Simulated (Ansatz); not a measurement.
Geometry optimisation, RKS BHLYP/def2-SVP in Ansatz 0.2.0.

Input file:

```yaml
crystal:
  periodic: [false, false, false]
  atoms:
    - { symbol: W, position_ang: [0.0, 0.0, 0.0] }
    - { symbol: H, position_ang: [0.0, 0.0, 2.07] }
    - { symbol: F, position_ang: [1.85, 0.0, 0.0] }
    - { symbol: F, position_ang: [0.0, 1.85, 0.0] }
    - { symbol: F, position_ang: [-1.85, 0.0, 0.0] }
    - { symbol: O, position_ang: [0.0, -1.94, 0.0] }
    - { symbol: H, position_ang: [0.3816, -2.2771, 0.8723] }
    - { symbol: F, position_ang: [0.0, 0.0, -1.85] }
    - { symbol: S, position_ang: [1.7875, 1.8621, 0.8577] }
    - { symbol: H, position_ang: [2.8002, 1.2341, 1.5926] }
    - { symbol: H, position_ang: [0.7102, 0.7399, 2.0854] }
basis:
  gaussian: { orbitals: def2-SVP }
hamiltonian:
  xc: { name: BHLYP }
relax:
  f_tol: 0.15
  max_steps: 25
  restrain:
    - { distance: [0, 8], at: 3.62, k: 30.0 }
    - { distance: [10, 1], at: 1.86, k: 30.0 }
    - { distance: [0, 1], at: 1.72, k: 30.0 }
    - { distance: [10, 8], at: 1.4, k: 30.0 }
output:
  orbitals: {}
```

Run as:

```bash
$ ansatz run input.yaml --threads 4 --pin off --max-ram 5120MiB --backend cpu --events-out ev --progress --plain --runs-dir out
```

Problem. Where does it end, and by what steps?

Solution. The run converged. The restraints hold the end off the free minimum; the threshold counts their pulls, which the force column leaves out. Restrained pairs: W1–S9 (2.72 → 3.62 Å), H2–H11 (1.03 → 1.87 Å), W1–H2 (2.07 → 1.70 Å), S9–H11 (1.98 → 1.38 Å). After 21 steps the energy has fallen by 6.783 eV (the restraints' own energy left out); F4 moved furthest, 1.36 Å.

```tsv
step	energy less start (eV)	largest force component (eV/Å)	accepted
0	0.0000	5.459	yes
1	-1.1668	5.069	yes
2	-2.5632	5.128	yes
3	-4.2277	4.775	yes
4	-5.5059	2.020	yes
5	-6.1079	1.109	yes
6	-6.3465	1.056	yes
7	-6.3962	1.078	yes
8	-6.4586	1.063	yes
9	-6.5019	0.882	yes
10	-6.5163	1.063	yes
11	-6.5568	0.758	yes
12	-6.5720	1.243	yes
13	-6.6462	0.703	yes
14	-6.7057	0.702	yes
15	-6.6899	1.601	no
16	-6.7372	0.700	yes
17	-6.7546	0.697	yes
18	-6.7580	0.785	yes
19	-6.7777	0.722	yes
20	-6.7821	0.727	yes
21	-6.7832	0.784	yes
```

```xyz
11
Properties=species:S:1:pos:R:3
W -0.010 -0.234 0.010
H 0.484 0.055 1.616
F 1.805 -0.580 -0.104
F -1.027 1.197 0.596
F -1.688 -0.741 -0.667
O -0.067 -2.024 0.519
H -0.889 -2.518 0.474
F 0.344 0.695 -1.552
S 2.052 2.423 1.345
H 3.165 1.691 1.178
H 1.510 1.505 2.212
```

Time of the run: 85 s on 4 threads of Arm Neoverse V1, on a shared host, peak memory 0.44 GiB.
